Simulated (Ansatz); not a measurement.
Gas-phase electronic energies from Ansatz, PBE0-D4/def2-TZVP geometries. CCSD(T)/CBS adds triple-zeta CCSD(T) − MP2 to the extrapolated MP2 energy (def2 sets, frozen cores). This one scheme is used for every species. DFT in def2-TZVPP. B3LYP here is the variant with VWN-RPA as its local correlation; programs differ in this. Elements past krypton have def2 core potentials. For I outer-core shells are correlated without core-valence functions, which leaves a few kJ/mol of doubt a bond. One conformer a species, not always the lowest.

`O[SiH](I)[SiH2]F` + `[SiH3]P` → `F[SiH2]P[SiH3]` + `O[SiH2]I`  (cleavage of the Si–Si bond)

Is it downhill or uphill in electronic energy at CCSD(T)/CBS, and by how much? (An estimate is asked.)

Computed: Downhill: ΔE = -38.0 kJ/mol.

What do these levels give: PBE-D4, r2SCAN-D4, PBE0-D4, ωB97X-V, ωB97M-V, B2PLYP, PBE, B3LYP, SCS-MP2/def2-TZVPP, HF/def2-QZVPP, HF/CBS(def2), MP2/CBS(def2)? (Estimate.)

Computed: PBE-D4 -31.2, r2SCAN-D4 -37.6, PBE0-D4 -34.1, ωB97X-V -35.0, ωB97M-V -39.8, B2PLYP -36.2, PBE -31.1, B3LYP -31.8, SCS-MP2/def2-TZVPP -40.6, HF/def2-QZVPP -36.1, HF/CBS(def2) -36.2, MP2/CBS(def2) -44.9 kJ/mol.

Largest T1 diagnostic among the species: 0.013.

From PBE to PBE0 (25 % exact exchange), in def2-TZVPP and without D4, ΔE moves by −3.2 kJ/mol.
